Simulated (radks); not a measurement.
Results of a calculation; reference values are marked as such.
Spherical jellium clusters: N electrons in a uniform positive sphere of charge N and radius rs N^(1/3), rs = 3.04 bohr. Level of theory: non-relativistic Kohn-Sham, PBEsol, spin-polarised, spherical densities (a radial shooting solver with Libxc functionals). Levels are named by radial order and angular momentum (1s, 1p, 1d, 2s, ...), and open shells are averaged over m.

N = 28, configuration 1s2 1p6 1d10 2s2 1f(up 7, down 1). This is the lowest configuration that the search found. Occupied levels:

| level | occupation | eigenvalue (eV) | <r> (bohr) |
|---|---|---|---|
| 1s up | 1 | -7.4914 | 5.540 |
| 1s down | 1 | -7.3046 | 5.199 |
| 1p up | 3 | -6.3448 | 6.653 |
| 1p down | 3 | -6.0048 | 6.433 |
| 1d up | 5 | -4.9381 | 7.419 |
| 1d down | 5 | -4.5014 | 7.298 |
| 2s up | 1 | -4.3609 | 6.130 |
| 2s down | 1 | -4.0999 | 6.269 |
| 1f up | 7 | -3.3139 | 8.082 |
| 1f down | 1 | -2.8242 | 8.043 |

Energy (eV): total -45.2661, kinetic 81.937, external -2721.4, Hartree 1337.4, exchange-correlation -129.78, background 1386.6.

Electron density:

| r (bohr) | n(r) (e/bohr^3) |
|---|---|
| 0.299 | 0.01109 |
| 1.43 | 0.009901 |
| 2.55 | 0.008200 |
| 3.68 | 0.007508 |
| 4.81 | 0.008295 |
| 5.93 | 0.009374 |
| 7.06 | 0.008859 |
| 8.19 | 0.006149 |
| 9.31 | 0.002931 |
| 10.4 | 0.001024 |
| 11.6 | 0.0002998 |
| 12.7 | 0.00008224 |
| 13.8 | 0.00002247 |
| 14.9 | 6.020e-06 |
